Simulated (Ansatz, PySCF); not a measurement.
Barrier from R1 to the saddle point P1, each structure at its B3LYP-D3(BJ)/def2-TZVP stationary point, reached from a drawn start; harmonic modes at that level show the others as minima.
R1, H3Si (SMILES [SiH3]) (charge 0, multiplicity 2):
```json
[
 {"atom": "Si", "x (Å)": "0.0000", "y (Å)": "0.0000", "z (Å)": "0.3413"},
 {"atom": "H", "x (Å)": "1.4113", "y (Å)": "0.0000", "z (Å)": "-0.1137"},
 {"atom": "H", "x (Å)": "-0.7056", "y (Å)": "1.2222", "z (Å)": "-0.1137"},
 {"atom": "H", "x (Å)": "-0.7056", "y (Å)": "-1.2222", "z (Å)": "-0.1137"}
]
```
P1, H3Si, a first-order saddle point (one imaginary mode, 700i cm⁻¹) (charge 0, multiplicity 2):
```tsv
atom	x (Å)	y (Å)	z (Å)
Si	0.0000	0.0000	0.0000
H	1.4669	0.0000	0.0000
H	-0.7335	1.2704	0.0000
H	-0.7335	-1.2704	0.0000
```

P less R. No zero-point or thermal terms; open shells are unrestricted. No path was followed down from the saddle.

Correlated levels freeze the cores. CBS: X⁻³ extrapolation of the correlation energy, Hartree–Fock from the larger set.

Run with Ansatz (Gaussian orbitals); PySCF for the D3/D4 terms. Each number belongs to the level named beside it.

The comparison value is 225.1 meV (CCSD(T)/CBS(cc-pV(T+d)Z, cc-pV(Q+d)Z)). It is a level with limits of its own, not the exact answer.

Problem. Order these levels by how close they come to the comparison value for the barrier height, closest first: SVWN5/def2-TZVPP, BLYP/def2-TZVPP, HF/cc-pV(T+d)Z, HF/cc-pV(D+d)Z, PBE-D3(BJ)/def2-TZVPP. Give each level's value less the comparison value.

Solution. BLYP/def2-TZVPP (-17.7 meV), PBE-D3(BJ)/def2-TZVPP (-42.7 meV), SVWN5/def2-TZVPP (-63.2 meV), HF/cc-pV(D+d)Z (126.6 meV), HF/cc-pV(T+d)Z (141.9 meV)

Ansatz is a first-principles code.
